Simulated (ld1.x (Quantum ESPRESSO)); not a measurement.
**iridium: one change to a TM semilocal potential, before and after**

* Element: iridium (Ir)
* Generator: ld1.x (Quantum ESPRESSO) 7.5
* Type: norm-conserving Troullier–Martins (semilocal form)
* Functional: LDA (PZ)
* Relativity: scalar-relativistic
* Frozen core: [Xe] 4f14
* Valence charge: 9
* Reference configuration: 5d7 6s1 6p0 (charge +1)
* Partial waves: 6s (bound): rc 1.70 bohr; 6p (bound, empty): rc 3.30 bohr; 5d (bound): rc 2.20 bohr
* Local potential: the d channel
* Core correction: Bessel-smoothed model core, default radius (core density twice the valence density)

Change: wave 6p (bound): rc 3.30 bohr becomes 6p (bound): rc 3.64 bohr.

Cutoffs: the cutoffs (Ry, on a coarse ladder) from which the occupation-weighted sum of valence levels, in a spherical-Bessel basis at the reference potential, stays within 10 and 1 mRy of its value at 400 Ry; they do not see the model core or the augmentation charge, which bear on the density cutoff. Errors are all-electron minus pseudo energies relative to the spin-unpolarised reference configuration.

Task: Predict the effect on cutoff, ghosts and configuration errors.

Result: The potential gets neither clearly harder nor softer (40 Ry and 80 Ry → 40 Ry and 80 Ry); of the 9 tests that both files solve, the error grows in 0 and shrinks in 2 by more than 15 % and 0.3 meV (median size 13.0 → 12.8 meV); neither file shows a bound ghost. A semilocal file is local in each channel, so a ghost entry of none says nothing of the separable form that plane-wave codes build from it.

| quantity | base | changed |
| --- | --- | --- |
| cutoff, loose | 40 Ry | 40 Ry |
| cutoff, tight | 80 Ry | 80 Ry |
| bound ghosts | none | none |
| error for 5d7 6s2 6p0, meV [ΔE -10.18 eV] | +4.8 | +4.8 |
| error for 5d7 6s0 6p0, meV [ΔE 17.85 eV] | -13 | -13 |
| error for 5d6 6s0 6p0, meV [ΔE 48.69 eV] | -103 | -103 |
| error for 5d7 6s0 6p1, meV [ΔE 6.58 eV] | -8.1 | -5.6 |
| error for 5d7 6s0 6p2, meV [ΔE 1.01 eV] | -13 | -10 |
| error for 5d6 6s2 6p0, meV [ΔE 2.23 eV] | -13 | -13 |
| error for 5d7 6s1 6p1, meV [ΔE -4.78 eV] | -0.7 | -0.5 |
| error for 5d7 6s1 6p0 (spin-polarised), meV [ΔE -1.83 eV] | +19 | +19 |
| error for 5d7 6s2 6p0 (spin-polarised), meV [ΔE -11.34 eV] | +19 | +19 |
